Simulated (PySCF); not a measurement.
Static response to an electric field

Compound: C₃H₁₀SSi₂.
Geometry (PBE0-D3(BJ)/def2-SVP, Å), atoms numbered from 1 in this order:
```xyz
16
C3H10SSi2 angstrom
C     -3.156    0.047    0.638
C     -2.212   -0.721    0.087
C     -0.971   -1.193    0.771
Si     0.503   -0.142    0.236
S      2.267   -1.018    1.119
Si     3.732    0.411    0.469
H     -4.024    0.380    0.065
H     -3.095    0.365    1.684
H     -2.318   -1.009   -0.967
H     -0.746   -2.244    0.524
H     -1.057   -1.118    1.867
H      0.624   -0.130   -1.254
H      0.337    1.265    0.707
H      3.837    0.441   -1.021
H      3.392    1.783    0.950
H      5.030   -0.028    1.056
```

Level: PBE0/def2-SVPD (PySCF), static field, nuclei fixed, core orbitals frozen in the response. The polarisability tensor in these axes (au):

```
x   157.56  -0.40  -0.39
y    -0.40  99.52  -1.48
z    -0.39  -1.48  95.41
```

Question: Diagonalise the tensor; give its mean and Δα, where Δα² is half the sum of the squared differences of the eigenvalues.

Answer: Principal values 94.93, 100.00 and 157.57 au; mean 117.50 au = 17.41 Å³ = 19.37 × 10⁻⁴⁰ C²·m²/J; Δα = 60.27 au (51 % of the mean).

Question: What is the dipole moment, and where does it point?

Answer: (-0.61, 0.34, -0.39) D, 0.80 D in size, pointing from the negative to the positive side. Measured along this direction, the outermost atoms are H16 at the negative end and H7 at the positive end.

Question: Rayleigh depolarisation ratio (linearly polarised light, static tensor)?

Answer: ρ = 3Δα²/(45ᾱ² + 4Δα²) = 10895.7/(621237 + 14527.6) = 0.0171.

Question: Directions of the eigenvectors, and the extent of the frame along each?

Answer: Largest value along (1.00, -0.01, -0.01), where the nuclei span 9.05 Å; middle along (0.00, 0.95, -0.31), 3.72 Å; least along (0.01, 0.31, 0.95), 2.94 Å. The response follows the extents in order.

Question: Find the Langevin capture rate constant for O2+ (31.990 u) meeting this molecule (134.004 u), k = 2.342 × 10⁻⁹ cm³/s × √(α in Å³ / reduced mass in u).

Answer: The reduced mass is 25.82 u, so k = 1.92 × 10⁻⁹ cm³/s. The formula leaves out the permanent dipole, which adds to the capture rate.

Question: Refractivity n − 1 of an ideal gas of it at 500 K and 1 atm, from the electronic α?

Answer: N = p/kT = 1.4678 × 10¹⁹ cm⁻³, so n − 1 = 2π × N × 17.41 × 10⁻²⁴ cm³ = 1606 × 10⁻⁶ at long wavelengths, for an ideal gas.

Geometry: PBE0-D3(BJ)/def2-SVP, one conformer, isolated molecule.
